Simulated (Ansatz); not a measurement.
Species: sum formula ScO2H2 (charge 0, doublet). The spin state was set by rule; other spins were not relaxed. SMILES: [OH][Sc][OH]
Coordinates optimised at B3LYP-D3(BJ)/def2-TZVP (Ansatz, a first-principles code):
```
Sc
O 1 1.8623
H 2 0.9556 1 161.85
O 1 1.8623 2 129.65 3 0.00
H 4 0.9556 1 161.85 2 0.00
```
Charge 0, spin multiplicity 2.

Wanted: vertical ionisation energy (to the singlet state of charge +1; each state is the SCF solution reached for its spin), in eV. Correlated levels leave the core frozen unless marked. UHF or UKS for open shells. Spin-orbit coupling is left out. Frozen are the shells of the preceding noble gas and the d and f shells that filled before the atom's block. No relativistic terms. CBS(X,Y): correlation extrapolated as X^-3; Hartree-Fock from the larger set. The bracket is a focal-point correction in the basis named.

```
level                                                          program  vertical ionisation energy (eV)
-------------------------------------------------------------  -------  -------------------------------
r2SCAN/def2-TZVPD                                               Ansatz                             5.99
wB97X-V/def2-TZVPD                                              Ansatz                              ___
B2PLYP/def2-TZVPD                                               Ansatz                             6.00
SCS-MP2/def2-SVPD                                               Ansatz                             5.79
CCSD/def2-SVPD                                                  Ansatz                              ___
RI-MP2/CBS(def2-TZVPPD,def2-QZVPPD)+[CCSD(T)-MP2]/def2-TZVPPD   Ansatz                             5.95
```

**Question.** Some entries are withheld; supply them.

**Answer.** 
- wB97X-V/def2-TZVPD, vertical ionisation energy (eV): 6.03
- CCSD/def2-SVPD, vertical ionisation energy (eV): 5.94
